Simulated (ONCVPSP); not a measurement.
Building the ONCV potential for C (Z = 6) (PBE, scalar-relativistic).

| Item | Value |
| --- | --- |
| Element | C (Z = 6) |
| Generator | ONCVPSP 4.0.1 |
| Type | optimised norm-conserving Vanderbilt (ONCV) |
| Functional | PBE |
| Relativity | scalar-relativistic |
| Frozen core | [He] |
| Valence charge | 4 |
| Reference configuration | 2s2 2p2 |
| Partial waves | 2s: rc 1.20 bohr, ncon 4, nbas 9, qcut 5.6 1/bohr, 3 projectors, debl 3.8 Ha; 2p: rc 2.25 bohr, ncon 3, nbas 7, qcut 7.1 1/bohr, 3 projectors, debl 2.1 Ha; d scattering state at 0.1 Ha: rc 2.35 bohr, ncon 5, nbas 9, qcut 4.1 1/bohr, 2 projectors, debl 1.9 Ha |
| Local potential | polynomial inside 0.85 bohr (lpopt 5, dvloc0 4 Ha) |
| Core correction | none |

All-electron outer shells of the reference configuration (PBE, scalar-relativistic, ld1.x):

```json
{"shell": "1s", "level (eV)": "-273.38", "outermost node (bohr)": "–", "outermost maximum (bohr)": "0.17"}
{"shell": "2s", "level (eV)": "-13.75", "outermost node (bohr)": "0.38", "outermost maximum (bohr)": "1.22"}
{"shell": "2p", "level (eV)": "-5.29", "outermost node (bohr)": "–", "outermost maximum (bohr)": "1.20"}
```

Estimate the cutoffs (Ha) at which the residual kinetic energy of the hardest occupied pseudo-wave falls to 1 and 0.1 mHa per electron.

16 Ha and 128 Ha.

Does the potential have ghost states?

No bound ghost flagged; no localised positive-energy state flagged.

Which valence shell sets the plane-wave cutoff?

2s: 16 Ha for 1 mHa per electron, against 14 Ha for 2p.

Tests: 2s2 2p1; 2s2 2p0; 2s1 2p0; 2s0 2p4. Which has the largest error in its energy relative to the reference configuration, and how large is it?

2s1 2p0, with +751 meV (all-electron minus pseudo) on +83.21 eV.
